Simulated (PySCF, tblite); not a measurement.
A database entry of computed molecular properties. Lists by class give the value and the number of equivalent atoms.

```json
{
 "formula": "C3H7SSi",
 "smiles": "C=C[SiH]SC",
 "inchi": "InChI=1S/C3H7SSi/c1-3-5-4-2/h3,5H,1H2,2H3",
 "charge": 0,
 "multiplicity": 2,
 "geometry_level": "GFN2-xTB",
 "electronic_structure_code": "PySCF",
 "results": {
  "GFN2-xTB geometry": {
   "point_group": "C1",
   "rotational_constants_GHz": [11.464, 1.363, 1.248]
  },
  "GFN2-xTB harmonic vibrations, gas phase": {
   "strongest_ir_bands_cm-1_km_per_mol_modes": [
    [508.4, 28.4, 1],
    [519.6, 60.0, 1],
    [600.0, 137.6, 1],
    [1593.7, 36.2, 1],
    [2273.3, 252.8, 1],
    [3113.1, 41.7, 1]
   ],
   "zpe_kcal_per_mol": 54.6
  },
  "UKS B3LYP, pcH-1 on C H S Si, non-relativistic, mean-field spin-orbit, GIAO": {
   "g_iso": 2.00504,
   "g_tensor": [2.00179, 2.00371, 2.00962],
   "s2": 0.757,
   "a_iso_by_class_MHz": [
    ["29Si", -430.9, 1],
    ["1H", 82.5, 1],
    ["13C", 17.1, 1],
    ["13C", 14.6, 1],
    ["1H", -10.8, 1]
   ]
  }
 }
}
```

⟨S²⟩ is 0.007 above the pure-spin value S(S + 1) = 0.75. At 9.50 GHz, hν = g·μB·B₀ (B₀ the magnetic field) puts the centre of the isotropic spectrum, to first order, at 338.5 mT. The zero-point energy, half the sum of the 30 harmonic wavenumbers, equals 19110 cm⁻¹ or 229 kJ/mol. The rotational constants make it an asymmetric top with κ = (2B − A − C)/(A − C) = -0.98, nearer the prolate limit (−1).

 In GFN2-xTB open shells enter through the occupations alone, without spin polarisation, so single modes can be far off. Hyperfine couplings depend on the geometry, which wasn't re-optimised at a DFT level. Couplings of like nuclei are plain means over topologically equivalent atoms, as if these changed places fast (by rotation of a methyl-like group, say); in this geometry the members of some sets differ.

Shape of the structure used: `[CH2:1]=[CH:2][SiH:3][S:4][CH3:5]`: C1–C2–Si3–S4 -157°, C2–Si3–S4–C5 -167°.

One conformer stands for the species.
